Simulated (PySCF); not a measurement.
Electron correlation in Ru²⁺ (ruthenium, charge +2)

[Kr] 4d6, high-spin 5D determinant. Computed with PySCF 2.14 in x2c-QZVPPall (13s8p7d4f2g, 118 functions), with scalar relativity by spin-free X2C-1e. Frozen: [Ar] 3d10; 14 electrons correlated.

MP2 pair energies summed by pair of shells (mhartree):

```
 pair   energy  share (%)
4p-4d  -174.63       41.2
4d-4d  -109.87       25.9
4p-4p   -72.44       17.1
4s-4p   -33.58        7.9
4s-4d   -27.71        6.5
4s-4s    -5.28        1.2
```

Total MP2 correlation energy: -423.49 mhartree.

Same-spin part -137.27 and opposite-spin part -286.23 mhartree; SCS-MP2 scales them by 1/3 and 6/5 to -389.23 mhartree.

This basis was not built for core-valence correlation, so the inner-shell part is incomplete.
